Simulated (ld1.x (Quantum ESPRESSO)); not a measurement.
u(r) = r·R(r): atom against pseudo-atom (sulfur)

Columns: radius, all-electron u(r) and pseudo u(r) of the 3s shell (level -22.24 eV) of sulfur in the configuration [Ne] 3s2 3p3.5; PBE, scalar-relativistic, ultrasoft scheme, ld1.x (Quantum ESPRESSO) 7.5.

```tsv
r (bohr)	all-electron	pseudo
0.078	0.1780	0.0432
0.155	-0.0998	0.0869
0.232	-0.3253	0.1328
0.310	-0.4122	0.1821
0.388	-0.3790	0.2349
0.465	-0.2702	0.2906
0.542	-0.1217	0.3494
0.620	0.0429	0.4117
0.698	0.2043	0.4755
0.775	0.3505	0.5387
0.852	0.4783	0.6004
0.930	0.5872	0.6597
1.008	0.6752	0.7138
1.085	0.7428	0.7604
1.162	0.7925	0.7986
1.240	0.8262	0.8274
1.318	0.8453	0.8453
1.395	0.8518	0.8518
1.472	0.8481	0.8481
1.550	0.8358	0.8358
1.628	0.8166	0.8166
1.705	0.7923	0.7923
1.782	0.7640	0.7640
1.860	0.7323	0.7323
1.938	0.6987	0.6987
2.015	0.6643	0.6643
```

Problem. How many radial nodes do the two functions have?

Solution. The all-electron 3s function has n − l − 1 = 2; the pseudo-wave has 0, since the states of the same l below it are removed with the core.

Problem. At about which radius was the pseudo-wave matched?

Solution. 1.35 bohr, where the columns begin to agree (steps of 0.08 bohr).

Problem. Is the pseudo-wave norm-conserving?

Solution. No, it belongs to an ultrasoft set: the norm inside the radius is not constrained, and the difference is carried by the augmentation charge.
